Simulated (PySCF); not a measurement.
SMILES C#CCCSC (C5H8S), GFN2-xTB optimised geometry.

```
14

C      1.38    -1.59     0.12
C      1.00    -0.46     0.07
C      0.49     0.90     0.00
C     -1.03     0.90     0.00
S     -1.74     2.58     0.00
C     -1.44     3.05    -1.73
H      1.74    -2.58     0.17
H      0.86     1.46     0.86
H      0.87     1.37    -0.91
H     -1.43     0.36    -0.87
H     -1.41     0.43     0.91
H     -0.38     3.16    -1.91
H     -1.87     2.29    -2.39
H     -1.94     4.00    -1.88
```

Density from B3LYP/def2-TZVP (PySCF) at that geometry.

Minimum of the electron density along straight lines between bonded atoms, close to the bond critical point (lines longer than 1.1 times the sum of covalent radii, or with two minima, are not listed):

```tsv
bond	length / Å	ρ at the minimum / e bohr⁻³	∇²ρ there / e bohr⁻⁵	position (fraction from the first atom)
C1–C2	1.197	0.425	-1.24	0.48
C2–C3	1.449	0.278	?	0.54
C3–C4	1.527	?	?	0.50
C4–S5	1.823	0.181	-0.30	0.47
S5–C6	1.816	0.181	-0.30	0.53
C1–H7	1.049	0.301	-1.15	0.66
C3–H8	1.094	0.280	-0.97	0.64
C3–H9	1.094	0.280	-0.96	0.64
C4–H10	1.091	0.283	-0.99	0.64
C4–H11	1.090	0.284	-0.99	0.65
C6–H12	1.086	0.284	-0.99	0.64
C6–H13	1.087	0.283	-0.98	0.64
C6–H14	1.085	0.284	-0.99	0.64
```

Task: Fill in the missing entries.

Result: 
- C2–C3, ∇²ρ there / e bohr⁻⁵: -0.78
- C3–C4, ρ at the minimum / e bohr⁻³: 0.247
- C3–C4, ∇²ρ there / e bohr⁻⁵: -0.62
